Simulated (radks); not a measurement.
Task: Cu23+, configuration [He] 2s2 2p2 (the NIST ground configuration). Calculated with a radial shooting solver on a logarithmic mesh with Libxc functionals: scalar-relativistic Kohn-Sham, exchange-only LDA, spin-polarised, spherical densities, point nucleus; open shells are filled with parallel spins first. Some entries of the table are withheld. Estimate them.

orbital  occ.  eigenvalue (eV)  r(max) (bohr)
1s up       1        -10224.28        0.03413
1s down     1        -10208.93        0.03411
2s up       1        -2214.163            (1)
2s down     1        -2189.146            (2)
2p up       2        -2115.507         0.1491
2p down     0        -2085.341         0.1497

Result: 
(1) 2s up r(max) (bohr): 0.1887
(2) 2s down r(max) (bohr): 0.1893
